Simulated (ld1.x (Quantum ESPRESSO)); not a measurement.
# Configuration tests for Sr (Z = 38) (TM)

```json
{
  "Element": "Sr (Z = 38)",
  "Generator": "ld1.x (Quantum ESPRESSO) 7.5",
  "Type": "norm-conserving Troullier–Martins (Kleinman–Bylander form)",
  "Functional": "PBE",
  "Relativity": "scalar-relativistic",
  "Frozen core": "[Kr]",
  "Valence charge": "2",
  "Reference configuration": "4d0.5 5s1.5 5p0",
  "Partial waves": "5p (bound, empty): rc 3.45 bohr; 4d (bound): rc 3.65 bohr; 4f channel at 0.15 Ry: rc 4.00 bohr; 5s (bound): rc 3.20 bohr",
  "Local potential": "the s channel",
  "Core correction": "a·sin(br)/r model core, default radius (core density twice the valence density)"
}
```

Energies are relative to the spin-unpolarised reference configuration 4d0.5 5s1.5 5p0; without spin polarisation the order of configurations can differ from experiment.

(1) Give the all-electron excitation energy and the error of the potential for: 4d0 5s2 5p0; 4d0 5s1 5p0; 4d0 5s1.5 5p0; 4d1 5s1 5p0; 4d0 5s0 5p2; 4d0 5s0 5p1; 4d0 5s1 5p1.

Levels in the configuration 4d0 5s0 5p2:

| level | all-electron (eV) | pseudo (eV) |
| --- | --- | --- |
| 5p | -2.270 | -2.263 |

## Answers

(1)

```csv
valence configuration,charge,ΔE all-electron (eV),error AE − PS (meV)
4d0 5s2 5p0,0,-1.146,-0.7
4d0 5s1 5p0,+1,4.739,-6.2
4d0 5s1.5 5p0,+0.5,1.193,-2.1
4d1 5s1 5p0,0,1.179,-2.3
4d0 5s0 5p2,0,3.561,-22
4d0 5s0 5p1,+1,7.676,-15
4d0 5s1 5p1,0,1.153,-10
```
